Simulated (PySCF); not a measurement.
**Radial density of Hf²⁺ (hafnium, charge +2)**

HSE06, [Xe] 4f14 5d2, high-spin 3F determinant. Calculation: PySCF 2.14, in x2c-TZVPPall with one added diffuse shell each of s, p, d, f type (12s8p8d4f1g, 113 functions); the spin-free X2C one-electron Hamiltonian (Gaussian nucleus).

```json
{"r (bohr)": "0.0141", "4πr²ρ (e/bohr)": "98.98", "4πr²(ρα − ρβ)": "-0.0008"}
{"r (bohr)": "0.0238", "4πr²ρ (e/bohr)": "86.06", "4πr²(ρα − ρβ)": "-0.0013"}
{"r (bohr)": "0.0400", "4πr²ρ (e/bohr)": "110.4", "4πr²(ρα − ρβ)": "0.0017"}
{"r (bohr)": "0.0673", "4πr²ρ (e/bohr)": "127.4", "4πr²(ρα − ρβ)": "0.0315"}
{"r (bohr)": "0.113", "4πr²ρ (e/bohr)": "101.0", "4πr²(ρα − ρβ)": "0.0753"}
{"r (bohr)": "0.190", "4πr²ρ (e/bohr)": "111.3", "4πr²(ρα − ρβ)": "-0.0015"}
{"r (bohr)": "0.320", "4πr²ρ (e/bohr)": "58.77", "4πr²(ρα − ρβ)": "0.0631"}
{"r (bohr)": "0.538", "4πr²ρ (e/bohr)": "60.98", "4πr²(ρα − ρβ)": "0.0312"}
{"r (bohr)": "0.906", "4πr²ρ (e/bohr)": "19.90", "4πr²(ρα − ρβ)": "0.2066"}
{"r (bohr)": "1.52", "4πr²ρ (e/bohr)": "7.657", "4πr²(ρα − ρβ)": "1.0844"}
{"r (bohr)": "2.56", "4πr²ρ (e/bohr)": "0.9861", "4πr²(ρα − ρβ)": "0.6193"}
{"r (bohr)": "4.31", "4πr²ρ (e/bohr)": "0.09118", "4πr²(ρα − ρβ)": "0.0888"}
{"r (bohr)": "7.25", "4πr²ρ (e/bohr)": "7.249e-05", "4πr²(ρα − ρβ)": "0.0000"}
```

Densities and radii are taken from the X2C orbitals without a picture-change correction, which distorts them close to the nucleus.

Spin-orbit coupling, absent here, splits the open shell strongly.
